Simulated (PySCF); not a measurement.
Work out the structure from these simulated measurements.

Formula: C2H11AlOSSi.

- 13C NMR: chemical shifts (computed TMS as zero) by class: 66.0 (1 C), 15.5 (1 C) ppm [GIAO HF/pcSseg-1]
- UV, strongest line: among the 10 lowest singlet transitions: S7 at 7.47 eV (166 nm, f = 0.240) [TDDFT CAM-B3LYP/def2-SVPD]
- 1H NMR: chemical shifts (computed TMS as zero) by class: 4.57 (1 H), 4.41 (1 H), 4.36 (3 H), 3.59 (3 H), 2.33 (3 H) ppm [GIAO HF/pcSseg-1]
- UV, first state: lowest singlet excitation: 6.56 eV (189 nm, f = 0.010) [TDDFT CAM-B3LYP/def2-SVPD]
- Rotational structure: rotational constants A, B, C: 3.833, 0.827, 0.769 GHz [PBE0-D3(BJ)/def2-SVP]
- NMR, other nuclei: isotropic shieldings of nuclei other than C and H, by class: 338 (1 O), 465 (1 Al), 426 (1 Si), 589 (1 S) ppm [GIAO HF/pcSseg-1]

Gas-phase values; electronic properties from PySCF, density fitting. Levels stand in brackets. Isolated species at its PBE0-D3(BJ)/def2-SVP geometry (one conformer only). NMR values are class means; diastereotopic atoms form classes of their own.

**Question.** Propose a structure and show how it fits.

**Answer.** Numbering: `[CH3:1][S@+:2]([AlH3-:3])[CH2:4][O:5][SiH3:6]`. 2 carbons fall into 2 classes; from least to most shielded: sp3 carbon bound to oxygen [C4] (66.0 ppm), S-methyl carbon [C1] (15.5 ppm). Hydrogen classes from least to most shielded: 1 H on an sp3 carbon bound to oxygen, C4 (4.57 ppm), 1 H on an sp3 carbon bound to oxygen, C4 (4.41 ppm), 3 H on an oxygen-bound silicon, Si6 (4.36 ppm), 3 H on an aluminium bonded to S and 3 H, Al3 (3.59 ppm), 3 H on an S-methyl carbon, C1 (2.33 ppm). The other shieldings belong to: 338 ppm, silyl ether oxygen [O5]; 465 ppm, aluminium bonded to S and 3 H [Al3]; 426 ppm, oxygen-bound silicon [Si6]; 589 ppm, sulfur bonded to Al and 2 C [S2]. The optimised geometry has point group C1 and is an asymmetric top. Structure: `C[S@+]([AlH3-])CO[SiH3]`. The assignments are read from this structure; whether some other isomer fits the data as well wasn't checked. The mirror image fits equally.

The values belong to the conformer `[CH3:1][S@+:2]([AlH3-:3])[CH2:4][O:5][SiH3:6]`: C1–S2–C4–O5 -64°, S2–C4–O5–Si6 -64°.
